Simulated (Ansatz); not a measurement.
Gas-phase electronic energies from Ansatz, PBE0-D4/def2-TZVP geometries. CCSD(T)/CBS adds triple-zeta CCSD(T) − MP2 to the extrapolated MP2 energy (def2 sets, frozen cores). Functionals use def2-TZVPP. Elements past krypton have def2 core potentials. For Te outer-core shells are correlated without core-valence functions, which leaves a few kJ/mol of doubt a bond. Each species was taken in one conformer, which may not be the lowest.

Consider the formal exchange of groups at a Te–C bond: `NC([TeH])[SiH2]F` + `C=CC` → `C=CC[TeH]` + `NC[SiH2]F`.

```csv
level,ΔE (kJ/mol)
r2SCAN,28.1
HF/def2-TZVPP,2.8
SCS-MP2/def2-TZVPP,15.3
CCSD/CBS(def2),15.4
```

Q: What does CCSD(T)/CBS give? (Best estimate.)

A: Computed: +19.5 kJ/mol. The listed levels differ from it by 8.6, -16.7, -4.2, -4.1 kJ/mol.

Largest T1 diagnostic among the species: 0.012.

The D4 term adds +5.2 kJ/mol with B3LYP and +2.7 kJ/mol with PBE0; it sums over pairs of atoms, weighted by their polarisabilities, and B3LYP, whose exchange is more repulsive, gets the larger term. From PBE to PBE0 (25 % exact exchange), in def2-TZVPP and without D4, ΔE moves by −6.1 kJ/mol. In def2-TZVPP, CCSD(T) changes the Hartree–Fock value by +14.8 kJ/mol (the triples alone add +4.1 kJ/mol) and MP2 by +17.0 kJ/mol.

B3LYP here is the variant with VWN-RPA as its local correlation; programs differ in this.
